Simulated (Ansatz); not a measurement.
C$_{7}$H$_{7}$F, SMILES `Cc1ccc(F)cc1` at its PBE0-D4/def2-TZVP geometry, where that method's forces vanish. The species carries charge 0 and has multiplicity 1.

```xyz
15

C    -1.9482    0.5855   -0.9234
C    -0.6434    0.2035   -0.2925
C     0.5424    0.8307   -0.6632
C     1.7590    0.4658   -0.1080
C     1.7797   -0.5428    0.8336
F     2.9503   -0.9018    1.3796
C     0.6266   -1.1876    1.2327
C    -0.5783   -0.8056    0.6637
H    -2.1433   -0.0139   -1.8182
H    -1.9516    1.6341   -1.2262
H    -2.7826    0.4282   -0.2375
H     0.5168    1.6253   -1.4016
H     2.6829    0.9542   -0.3925
H     0.6798   -1.9705    1.9791
H    -1.4900   -1.3050    0.9745
```

Q: What forces (eV/Å) does PBE-D4/def2-TZVPP give on these atoms in Ansatz? (An estimate is asked.)

A: The calculation gave: 
```
C1   0.017  0.006  0.022
C2  -0.229  0.072 -0.105
C3   0.018  0.169 -0.154
C4   0.169  0.153 -0.114
C5  -0.140  0.040 -0.068
F6   0.652 -0.200  0.304
C7  -0.063 -0.187  0.161
C8  -0.179 -0.119  0.079
H9  -0.055 -0.113 -0.184
H10 -0.012  0.209 -0.073
H11 -0.179 -0.034  0.126
H12 -0.008  0.176 -0.162
H13  0.201  0.109 -0.064
H14  0.009 -0.172  0.164
H15 -0.202 -0.109  0.068
```
